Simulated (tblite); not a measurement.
Question: Write Cartesian coordinates for `o1c(C(F)(F)F)pc([SiH3])c1C` as optimised with GFN2-xTB.

Answer: 
```xyz
17
C5H6F3OPSi angstrom
C     -1.245   -1.760   -0.088
C     -0.334   -0.584   -0.030
O      0.978   -0.851   -0.022
C      1.697    0.290    0.026
C      3.174    0.159    0.049
F      3.747    1.366    0.156
F      3.679   -0.411   -1.062
F      3.627   -0.580    1.078
P      0.792    1.744    0.060
C     -0.672    0.739    0.008
Si    -2.435    1.401    0.026
H     -1.759   -1.792   -1.047
H     -0.668   -2.673    0.036
H     -1.996   -1.695    0.696
H     -2.361    2.857    0.103
H     -3.114    0.961   -1.196
H     -3.117    0.842    1.197
```

Any rigid rotation of these coordinates is as good. Atoms count from 1 in this order. The C–P distances run from 1.713 Å (C4–P9, aromatic) to 1.776 Å (P9–C10, aromatic), a spread of 0.063 Å. Si11 (SiH3 silicon) is tetrahedral (angles from 107.7° to 111.5°). O3 (furan-type oxygen) is bent (angle 110.8°). Of the pairs four or more bonds apart, Si11···H14 is among the closest relative to their van der Waals radii: 3.20 Å, 97 % of the sum of Bondi's values.

Bonds between heavy atoms (Å): C1–C2 1.489, C2–O3 1.338, O3–C4 1.349, C4–C5 1.483, C5–F6 1.340, C5–F7 1.347, C5–F8 1.345, C4–P9 1.713, P9–C10 1.776, C10–Si11 1.883, C2–C10 1.366.

Structure optimised with GFN2-xTB, isolated species.

Point group: near Cs, missed by 0.31 Å at most; the miss may be what the optimiser left on a soft mode. Its GFN2-xTB frequencies are all real (lowest 27 cm⁻¹). 2 starts were optimised and ended at 0.00 and 1.32 kcal/mol (GFN2-xTB); the lowest of these is shown.

The numbers are calculated, not measured.
